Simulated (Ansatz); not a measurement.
`[F][V](=[S])([Cl])[Cl]`, 5 atoms. Charge 0, multiplicity 1. Correlated methods include outer-core shells of V, which these sets cover unevenly. Scalar relativity is left out up to krypton. All runs use 4 threads of a server CPU on a shared host. Correlated methods freeze the cores.

(1) How many basis functions does each run have, and how long does it take in Ansatz? direct RPA on PBE orbitals/def2-TZVPP energy; RKS revPBE-D4/def2-TZVPP energy; RKS PBE0-D4/def2-TZVP frequencies; RKS HSE06-D4/def2-TZVPP energy; RHF-CCSD(T)/def2-SVP energy; RHF-MP2/def2-QZVPP energy; RKS ωB97M-V/def2-QZVPP energy; RKS ωB97M-V/def2-SVP energy; RKS PBE0-D4/def2-QZVPP energy; RHF-CCSD(T)/def2-TZVPP energy; RKS B97M-V/def2-TZVPP energy; RKS PBE0-D4/def2-TZVP relaxation (4 steps). (Estimate.)

Answers

(1) Computed: Other jobs shared the machine, so times are rough.

| level | job | functions | wall time | peak host memory (GiB) |
| --- | --- | --- | --- | --- |
| RKS revPBE-D4/def2-TZVPP | energy | 221 | 3.9 s | 0.37 |
| RKS HSE06-D4/def2-TZVPP | energy | 221 | 7.6 s | 0.86 |
| direct RPA on PBE orbitals/def2-TZVPP | energy | 221 | 8.1 s | 0.51 |
| RKS ωB97M-V/def2-SVP | energy | 99 | 8.1 s | 0.36 |
| RKS B97M-V/def2-TZVPP | energy | 221 | 11 s | 0.46 |
| RKS PBE0-D4/def2-QZVPP | energy | 360 | 15 s | 1.6 |
| RKS ωB97M-V/def2-QZVPP | energy | 360 | 27 s | 1.8 |
| RKS PBE0-D4/def2-TZVP | relaxation (4 steps) | 187 | 28 s | 0.66 |
| RHF-CCSD(T)/def2-SVP | energy | 99 | 69 s | 0.47 |
| RKS PBE0-D4/def2-TZVP | frequencies | 187 | 2.1 min | 0.69 |
| RHF-CCSD(T)/def2-TZVPP | energy | 221 | 2.9 min | 3.6 |
| RHF-MP2/def2-QZVPP | energy | 360 | 2.9 min | 1.9 |

HSE06 is defined as in plane-wave codes.
